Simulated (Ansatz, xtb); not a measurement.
C5H4Cl2O: which of two isomers lies lower

We compare I, `ClC1=COC=C[C@@H]1Cl`, a singlet, with II, `ClC1=COC(Cl)=CC1`, a singlet. Both are isolated molecules in the gas phase, relaxed with B3LYP/def2-SVP.

Quicker runs give these differences E(II) − E(I): GFN2-xTB −0.018 eV; HF/STO-3G +0.021 eV (at GFN2-xTB geometries); r2SCAN-D4/def2-SVP +0.154 eV (at GFN2-xTB geometries).

Q: Estimate which is lower in electronic energy at CCSD(T)/def2-SVP + ΔMP2/def2-TZVPP, and by roughly how much.

A: The CCSD(T)/def2-SVP + ΔMP2/def2-TZVPP calculation puts structure I lower, by 0.122 eV.

How the difference moves with the method:

```json
{"level": "GFN2-xTB", "geometry": "GFN2-xTB", "E(II) − E(I) (eV)": "−0.018", "departure from the last row (eV)": "−0.140", "job, with rough time for the two": "optimisation, 0.14 s"}
{"level": "HF/STO-3G", "geometry": "GFN2-xTB", "E(II) − E(I) (eV)": "+0.021", "departure from the last row (eV)": "−0.102", "job, with rough time for the two": "single point, 0.32 s"}
{"level": "r2SCAN-D4/def2-SVP", "geometry": "GFN2-xTB", "E(II) − E(I) (eV)": "+0.154", "departure from the last row (eV)": "+0.032", "job, with rough time for the two": "single point, 1.9 s"}
{"level": "B3LYP/def2-SVP", "geometry": "B3LYP/def2-SVP", "E(II) − E(I) (eV)": "+0.128", "departure from the last row (eV)": "+0.005", "job, with rough time for the two": "optimisation, 18 s"}
{"level": "HF/def2-SVP", "geometry": "B3LYP/def2-SVP", "E(II) − E(I) (eV)": "+0.100", "departure from the last row (eV)": "−0.022", "job, with rough time for the two": "part of the CCSD(T) run"}
{"level": "MP2/def2-SVP", "geometry": "B3LYP/def2-SVP", "E(II) − E(I) (eV)": "+0.096", "departure from the last row (eV)": "−0.026", "job, with rough time for the two": "part of the CCSD(T) run"}
{"level": "CCSD(T)/def2-SVP", "geometry": "B3LYP/def2-SVP", "E(II) − E(I) (eV)": "+0.089", "departure from the last row (eV)": "−0.033", "job, with rough time for the two": "single point"}
{"level": "CCSD(T)/def2-SVP + ΔMP2/def2-TZVPP", "geometry": "B3LYP/def2-SVP", "E(II) − E(I) (eV)": "+0.122", "departure from the last row (eV)": "", "job, with rough time for the two": "single point, 27 s"}
```

As drawn, both hold the same kinds of bond in the same numbers.

GFN2-xTB, HF/STO-3G find them nearly level. The largest departure from CCSD(T)/def2-SVP + ΔMP2/def2-TZVPP is that of GFN2-xTB, 0.140 eV. The last row adds to CCSD(T) the change of the MP2 difference between the two basis sets, here +0.033 eV.

With thermal terms from frequencies at re-optimised GFN2-xTB minima (ideal gas, soft modes damped towards free rotors, one conformer each, 298.15 K, 1 atm): the zero-point term adds −0.004 eV; ΔH is +0.122 and ΔG +0.117 eV.

The correlated steps freeze 16 core orbitals. Mirror images aren't counted in ΔG. Codes used: Ansatz 0.2.0, xtb 6.7.1; the last row on 4 threads of Intel(R) Xeon(R) 6975P-C (Granite Rapids) on a shared host.
